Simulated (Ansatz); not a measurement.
Geometry optimisation, RKS PBE-D4/def2-SVP in Ansatz 0.2.0.

The input (input.yaml):

```yaml
crystal:
  periodic: [false, false, false]
  atoms:
    - { symbol: Ga, position_ang: [0.0, 0.0, 0.0] }
    - { symbol: H, position_ang: [0.0, 0.0, 1.92] }
    - { symbol: H, position_ang: [1.3596, 0.0, -0.785] }
    - { symbol: "N", position_ang: [-1.6714, 0.0, -0.965] }
    - { symbol: H, position_ang: [-2.3403, -0.8164, -0.8664] }
    - { symbol: H, position_ang: [-1.9204, 0.8164, -1.5936] }
    - { symbol: F, position_ang: [-0.2501, 1.8814, 0.6306] }
    - { symbol: H, position_ang: [-0.134, 1.0079, 1.7717] }
basis:
  gaussian: { orbitals: def2-SVP }
hamiltonian:
  xc: pbe
  dispersion: d4
relax:
  f_tol: 0.15
  max_steps: 25
  restrain:
    - { distance: [0, 6], at: 2.9, k: 30.0 }
    - { distance: [7, 1], at: 1.86, k: 30.0 }
    - { distance: [0, 1], at: 1.57, k: 30.0 }
    - { distance: [7, 6], at: 0.92, k: 30.0 }
```

Command:

```bash
$ ansatz run input.yaml --threads 2 --pin off --max-ram 3072MiB --backend cpu --events-out ev --progress --plain --runs-dir out
```

Task: Where does it end, and by what steps?

Result: The run converged. The restraints hold the end off the free minimum. After 11 steps the energy has fallen by 1.273 eV (the restraints' own energy left out); H6 moved furthest, 0.99 Å. Parted: Ga1–F7 (2.00 → 2.89 Å). Joined: F7–H8 (1.44 → 0.94 Å).

| step | energy less start (eV) | largest force component (eV/Å) | accepted |
| --- | --- | --- | --- |
| 0 | 0.0000 | 2.305 | yes |
| 1 | 0.0585 | 2.519 | yes |
| 2 | -0.4306 | 1.823 | yes |
| 3 | -0.5612 | 1.860 | yes |
| 4 | -0.8668 | 1.052 | yes |
| 5 | -1.0539 | 0.808 | yes |
| 6 | -1.1798 | 0.491 | yes |
| 7 | -1.2466 | 0.441 | yes |
| 8 | -1.2671 | 0.526 | yes |
| 9 | -1.2385 | 1.039 | no |
| 10 | -1.2722 | 0.414 | yes |
| 11 | -1.2727 | 0.456 | yes |

```xyz
8
Properties=species:S:1:pos:R:3
Ga -0.035 -0.092 -0.126
H -0.153 -0.335 1.428
H 1.302 0.111 -0.913
N -1.610 -0.208 -1.030
H -2.517 -0.318 -0.575
H -1.708 -0.049 -2.034
F -0.099 2.313 1.482
H -0.137 1.467 1.879
```

Run time: 18 s on 2 threads of Arm Neoverse V1 (shared host), peak memory 0.12 GiB.
